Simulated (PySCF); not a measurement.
A structure optimised at PBE0-D3(BJ)/def2-SVP, used in a PySCF frequency run:

```
Si
O 1 1.6973
Se 2 1.7677 1 123.48
F 3 1.7645 2 98.88 1 69.64
H 1 1.4878 2 105.60 3 153.27
H 1 1.4885 5 110.26 2 -118.86
H 1 1.4919 5 111.39 6 -122.75
```

### Question
Write its SMILES and formula.

### Answer
F[Se]O[SiH3], FH3OSeSi

### Question
What are its rotational constants (standard atomic weights)?

### Answer
7.9689, 2.0155, 1.7191 GHz
